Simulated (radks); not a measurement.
These are the eigenvalues of the occupied orbitals of an atom or ion with whole-number occupations (hartree). Calculated with a radial shooting solver on a logarithmic mesh with Libxc functionals: non-relativistic Kohn-Sham, PBE, spin-polarised, spherical densities, point nucleus.

orbital  eigenvalue
1s down   -2234.082
1s up     -2234.082
2s up     -383.0623
2s down   -383.0544
2p up     -367.5777
2p down   -367.5734
3s up     -103.5982
3s down   -103.3993
3p up     -96.49396
3p down   -96.31416
3d up     -83.24642
3d down   -83.11881
4s up     -36.41729
4s down   -36.15969
4p up     -33.42903
4p down   -33.17218
4d up     -28.00567
4d down   -27.74633
4f up     -20.99355

Which element is it, and in what charge state? The configuration may be excited. Open shells, if any, are filled with parallel spins first.

Answer. Z = 72, hafnium, charge +21: Hf21+ in [Kr] 4d10 4f5. The list shows which subshells hold electrons but not how many an open one holds; the 1s level, -2234.1 hartree, gives Z - s = 66.8 by -(Z - s)^2/2, which with screening narrows Z to a few neighbours, and the depths of the outer levels then fix element, charge and occupations together.
